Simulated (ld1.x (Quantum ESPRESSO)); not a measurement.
# Before and after: PAW potential for zinc (Zn)

* Element: zinc (Zn)
* Generator: ld1.x (Quantum ESPRESSO) 7.5
* Type: PAW
* Functional: Wu–Cohen
* Relativity: scalar-relativistic
* Frozen core: [Ar]
* Valence charge: 12
* Reference configuration: 3d10 4s2 4p0
* Partial waves: 4s (bound): rcut 1.70, rcutus 2.30 bohr; 4s channel at 0.95 Ry: rcut 1.70, rcutus 2.30 bohr; 4p (bound, empty): rcut 2.35, rcutus 3.15 bohr; 4p channel at 4.55 Ry: rcut 2.35, rcutus 3.15 bohr; 3d (bound): rcut 1.00, rcutus 1.40 bohr; 3d channel at 3.6 Ry: rcut 1.00, rcutus 1.40 bohr
* Local potential: all-electron potential smoothed inside 1.60 bohr (lloc = -1)
* Core correction: Bessel-smoothed model core, default radius (core density twice the valence density)
* Augmentation charge: BESSEL, radius 0.95 bohr

Change: local potential all-electron potential smoothed inside 1.80 bohr (lloc = -1).

Cutoffs: the cutoffs (Ry, on a coarse ladder) from which the occupation-weighted sum of valence levels, in a spherical-Bessel basis at the reference potential, stays within 10 and 1 mRy of its value at 400 Ry; they do not see the model core or the augmentation charge, which bear on the density cutoff. Errors are all-electron minus pseudo energies relative to the spin-unpolarised reference configuration.

Task: What does the change do?

Result: The potential gets neither clearly harder nor softer (55 Ry and 90 Ry → 55 Ry and 90 Ry); of the 7 tests that both files solve, the error grows in 5 and shrinks in 1 by more than 15 % and 0.3 meV (median size 3.6 → 4.4 meV); neither file shows a bound ghost.

```tsv
quantity	base	changed
cutoff, loose	55 Ry	55 Ry
cutoff, tight	90 Ry	90 Ry
bound ghosts	none	none
error for 3d10 4s1 4p0, meV [ΔE 9.92 eV]	+0.9	+0.3
error for 3d10 4s0 4p0, meV [ΔE 28.27 eV]	-1.7	-2.4
error for 3d9 4s0 4p0, meV [ΔE 68.82 eV]	-158	-159
error for 3d9 4s2 4p1, meV [ΔE 12.30 eV]	-50	-69
error for 3d10 4s1 4p1, meV [ΔE 5.17 eV]	-0.5	-0.9
error for 3d9 4s2 4p0, meV [ΔE 17.95 eV]	-53	-74
error for 3d10 4s0 4p2, meV [ΔE 10.68 eV]	-3.6	-4.4
s: phases at 3.38 bohr within 0.05 rad from the reference energy up to (Ry; the scan ends near 5)	4.0	4.9
p: phases at 3.38 bohr within 0.05 rad from the reference energy up to (Ry; the scan ends near 5)	2.1	2.1
d: phases at 3.38 bohr within 0.05 rad from the reference energy up to (Ry; the scan ends near 5)	to the end of the scan	to the end of the scan
lowest overlap eigenvalue by channel	s 0.34, p 0.62, d 0.88	s 0.37, p 0.65, d 0.87
```
